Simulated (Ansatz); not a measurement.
C₄H₉F₃OSn, SMILES `CC(C)(C)[O][Sn]([F])([F])[F]`, relaxed with RKS PBE0-D4/def2-TZVP in Ansatz 0.2.0 from a PBE-D4/def2-SVP geometry. The force threshold is 0.005 eV/Å; the program also tests the step.

Total charge 0; spin multiplicity 1. Sn: def2 effective core potential.

Start:

```xyz
18

C     1.044    1.633    0.722
C     0.224    0.509    0.076
C    -1.267    0.863    0.041
C     0.756    0.172   -1.321
O     0.441   -0.621    0.972
Sn   -0.432   -2.352    0.548
F    -2.375   -2.296    0.488
F     0.065   -3.615    1.926
F     0.081   -3.131   -1.160
H     0.960    2.562    0.123
H     0.677    1.837    1.747
H     2.111    1.344    0.783
H    -1.637    1.085    1.062
H    -1.455    1.747   -0.601
H    -1.872    0.021   -0.360
H     0.639    1.030   -2.013
H     1.829   -0.098   -1.273
H     0.211   -0.691   -1.762
```

Question: How much energy does the relaxation release, and in how many steps? (Best estimate.)

Answer: Ansatz gave: 4.84 kcal/mol, in 5 steps.

Question: Which bonds change most? (Estimate.)

Answer: Ansatz gave: O5–Sn6 from 1.984 to 1.915 Å; Sn6–F9 from 1.946 to 1.893 Å; Sn6–F7 from 1.946 to 1.893 Å; Sn6–F8 from 1.934 to 1.884 Å.

Question: Give the relaxed structure. (An estimate is asked.)

Answer: The calculation gave: 
```xyz
18

C     1.031    1.588    0.727
C     0.209    0.500    0.058
C    -1.261    0.880    0.015
C     0.739    0.197   -1.333
O     0.391   -0.651    0.911
Sn   -0.417   -2.353    0.570
F    -2.310   -2.350    0.549
F     0.109   -3.524    1.949
F     0.091   -3.168   -1.062
H     0.964    2.518    0.157
H     0.666    1.772    1.738
H     2.079    1.290    0.786
H    -1.641    1.051    1.024
H    -1.406    1.791   -0.568
H    -1.865    0.094   -0.450
H     0.674    1.082   -1.970
H     1.783   -0.118   -1.284
H     0.163   -0.598   -1.817
```
